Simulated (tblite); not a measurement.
A tight-binding relaxation on `[GeH3][CH2][Ge@H]1[SiH2]O[SiH2][SiH2]1`.

Computed with GFN2-xTB geometry optimisation, gas phase (tblite 0.8.0). Start geometry: from a force field or distance geometry. The input is one job of a driver script: a line of settings, then coordinates in Å.

Command:
```bash
OMP_NUM_THREADS=1 python probes_run.py task.json out
```

Input:
```
{"job": {"kind": "relax", "xc": "GFN2-xTB", "basis": "xTB"}, "charge": 0, "multiplicity": 1}
Ge    -2.320200     0.856600     0.191000
C     -1.961800    -1.004800    -0.222800
Ge    -0.029400    -1.314100    -0.377700
Si     0.978500     0.267700    -1.741300
O      1.434300     1.610600    -0.749500
Si     2.262300     0.981000     0.619700
Si     1.087700    -0.690100     1.501200
H     -1.821100     1.760500    -0.964100
H     -1.614600     1.271300     1.506100
H     -3.862200     1.048500     0.360000
H     -2.456000    -1.282000    -1.169000
H     -2.360100    -1.650500     0.603200
H      0.282700    -2.759200    -0.808800
H      2.181700    -0.328500    -2.353500
H      0.038700     0.701700    -2.777100
H      2.444900     2.043000     1.636800
H      3.585100     0.478700     0.208900
H      1.963900    -1.773900     1.988600
H      0.155800    -0.207300     2.540800
```

Output:
```
step      E/eV     max force
  0    -582.67148    2.782
  1    -582.90371    1.928
  2    -583.06281    0.812
  3    -583.13530    1.026
  4    -583.27856    0.893
  5    -583.34745    0.591
  6    -583.40127    0.454
  7    -583.43730    0.473
  8    -583.47747    0.530
  9    -583.50950    0.476
... (49 lines left out)
 59    -583.72011    0.022
 60    -583.72018    0.028
 61    -583.72024    0.023
 62    -583.72028    0.011
 63    -583.72030    0.010
 64    -583.72032    0.011
 65    -583.72034    0.013
 66    -583.72037    0.012
 67    -583.72040    0.012
 68    -583.72042    0.009
```

«max force» is the largest atomic force in eV/Å.

Problem. From which step on does the largest force stay under 0.1 eV/Å, and how much energy is left to gain from there?

Solution. From step 39 (0.089 eV/Å), 6.2 meV above the end.

Main results: energy lowered by 24.2 kcal/mol over 68 steps; largest atomic force 0.009 eV/Å at the end.

Problem. Give the final coordinates.

Solution. 0.392 Å rms from the input after alignment:
```
atom  x, y, z in Å
Ge1   -2.4357    0.8550    0.2094
C2    -1.9952   -0.9990   -0.2342
Ge3   -0.0244   -1.2995   -0.3770
Si4    1.0426    0.1490   -1.8919
O5     2.0419    0.9421   -0.8747
Si6    2.4202    0.9957    0.7174
Si7    1.1714   -0.7569    1.6032
H8    -1.9856    1.8111   -0.8479
H9    -1.8119    1.2900    1.4990
H10   -3.9190    1.0443    0.3597
H11   -2.4764   -1.2639   -1.1767
H12   -2.4085   -1.6586    0.5295
H13    0.0600   -2.7743   -0.8070
H14    1.9238   -0.4753   -2.8757
H15    0.2209    1.1916   -2.5047
H16    2.0355    2.3505    1.1251
H17    3.8788    0.8643    0.7154
H18    1.9639   -1.8873    2.1093
H19    0.2879   -0.3696    2.7145
```

The run took 1.6 s of wall time on one thread, Arm Neoverse N1 (aarch64), shared host with 64 logical CPUs at a one-minute load of 60.
Labels such as C1 count atoms from 1, the log's own numbers from 0.
